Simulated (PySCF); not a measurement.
Vertical excitations of a molecule CH₆Cl₂Si₂ from TDA-LC-ωPBE/def2-SVPD (PySCF), as energy in eV (oscillator strength): 7.91 (0.011), 8.01 (0.005), 8.07 (0.014), 8.23 (0.033), 8.77 (0.046), 8.87 (0.011), 8.95 (0.004), 9.06 (0.003), 9.15 (0.041), 9.21 (0.108). Lowest triplet (TDA): 7.41 eV. The structure is a stationary point at PBE0-D3(BJ)/def2-SVP. The values are those of a single conformer.

Task: Pick the molecule that these values belong to.
(A) C[Si]([SiH3])(Cl)Cl
(B) [SiH3]C[SiH](Cl)Cl
(C) C[SiH2][SiH](Cl)Cl
(D) Cl[SiH2]C[SiH2]Cl

Result: D, Cl[SiH2]C[SiH2]Cl
